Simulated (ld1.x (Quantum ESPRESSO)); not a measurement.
# Au: variants of one TM semilocal potential

Base potential:

* Element: gold
* Generator: ld1.x (Quantum ESPRESSO) 7.5
* Type: norm-conserving Troullier–Martins (semilocal form)
* Functional: LDA (PZ)
* Relativity: scalar-relativistic
* Frozen core: [Xe] 4f14
* Valence charge: 11
* Reference configuration: 5d10 6s1 6p0
* Partial waves: 6s (bound): rc 2.35 bohr; 5d (bound): rc 1.65 bohr; 6p (bound, empty): rc 2.90 bohr
* Local potential: the p channel
* Core correction: none

Cutoffs, loose and tight: the cutoffs (Ry, on a coarse ladder) from which the occupation-weighted sum of valence levels, in a spherical-Bessel basis at the reference potential, stays within 10 and 1 mRy of its value at 400 Ry. They do not see the model core or the augmentation charge, which bear on the density cutoff. Test errors are all-electron minus pseudo excitation energies from the reference, over the configurations 5d10 6s0 6p0; 5d9 6s0 6p0; 5d8 6s0 6p0; 5d10 6s0 6p1; 5d9 6s2 6p0; 5d9 6s1 6p1; 5d9 6s1 6p0 (two spin-polarised tests are not counted in the largest error). A dash means not determined; rows that change the core or the reference have their own tests.

A true bound ghost makes a file unfit for plane-wave use even where its test errors are small: the radial tests pick states by their node count and pass the ghost by.

A semilocal file is local in each channel, so a ghost entry of none says nothing of the separable form that plane-wave codes build from it.

```csv
change,outcome,"cutoff, loose","cutoff, tight",bound ghosts,largest test error (meV)
base,generated,45 Ry,60 Ry,none,-27
wave 6s (bound): rc 2.35 bohr becomes 6s (bound): rc 1.50 bohr,generated,80 Ry,140 Ry,s,+211
wave 6s (bound): rc 2.35 bohr becomes 6s (bound): rc 1.72 bohr,generated,45 Ry,80 Ry,none,-29
wave 6s (bound): rc 2.35 bohr becomes 6s (bound): rc 2.04 bohr,generated,45 Ry,70 Ry,none,-25
wave 6s (bound): rc 2.35 bohr becomes 6s (bound): rc 2.26 bohr,generated,45 Ry,55 Ry,none,-29
wave 6s (bound): rc 2.35 bohr becomes 6s (bound): rc 2.38 bohr,generated,45 Ry,60 Ry,none,-27
wave 6s (bound): rc 2.35 bohr becomes 6s (bound): rc 2.64 bohr,generated,45 Ry,55 Ry,none,-33
wave 6s (bound): rc 2.35 bohr becomes 6s (bound): rc 2.86 bohr,generated,45 Ry,55 Ry,none,-70
wave 6s (bound): rc 2.35 bohr becomes 6s (bound): rc 3.36 bohr,generated,45 Ry,55 Ry,none,-205
wave 6s (bound): rc 2.35 bohr becomes 6s (bound): rc 3.60 bohr,generated,45 Ry,55 Ry,none,-305
```

(1) What comes out with this change to the base: wave 6s (bound): rc 2.35 bohr becomes 6s (bound): rc 3.10 bohr?

## Answers

(1) outcome: generated; cutoff, loose: 45 Ry; cutoff, tight: 55 Ry; bound ghosts: none; largest test error (meV): -126.

Reading the sweep of the s radius (base included, trends over the rows without a ghost): The loose cutoff stays near 45 Ry. The median size of the test errors (rows with all tests solved) is not monotonic: lowest 4.7 meV at 2.64 bohr, highest 53.7 meV at 3.6 bohr. Bound ghosts are found at 1.5 bohr.
